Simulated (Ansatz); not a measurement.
The cluster Zr₃O₅. Charge 0, multiplicity 5. Geometry PBE0-D4/def2-SVP; atoms count from 1.

Cartesian coordinates in Å:
```
Zr -1.3629 0.2448 1.1122
Zr 1.2750 -1.4181 -0.7099
Zr 0.1168 1.7900 -1.6634
O -1.0921 1.7354 -0.1124
O 1.1262 0.1546 -1.9139
O 2.8427 -1.4825 0.0571
O -2.7241 0.1911 2.6000
O -0.1816 -1.2154 0.6303
```

In the def2 sets Zr takes a core potential; there is no spin–orbit coupling. At PBE0-D4/def2-TZVP a singlet of charge 0 lies 3.03 eV below the quintet, each at its own geometry. The structure comes from a short search, and lower isomers may exist.

(1) Estimate the Mulliken populations from the PBE0/def2-TZVP orbitals of Ansatz.

(2) Where does the spin sit?

(3) And the Mayer bond orders between heavy atoms (over 0.3)?

Answers

(1) 
```
atom  charge (e)  spin (α − β)  d electrons
 Zr1        1.17          1.07         2.00
 Zr2        1.45          0.04         2.08
 Zr3        0.84          1.98         2.19
  O4       -0.78         -0.03            –
  O5       -0.80         -0.02            –
  O6       -0.61          0.00            –
  O7       -0.45          0.98            –
  O8       -0.81         -0.01            –
```
Mulliken values depend strongly on the basis.

(2) Summed by element: Zr 3.09, O 0.91, of 4 unpaired in all. Largest on single atoms: Zr3 1.98, Zr1 1.07, O7 0.98.

(3) Zr1–O4 0.98 (1.95 Å); Zr1–O7 0.95 (2.02 Å); Zr1–O8 0.99 (1.94 Å); Zr2–O5 0.86 (1.99 Å); Zr2–O6 2.06 (1.75 Å); Zr2–O8 0.84 (1.99 Å); Zr3–O4 0.94 (1.97 Å); Zr3–O5 1.02 (1.94 Å).
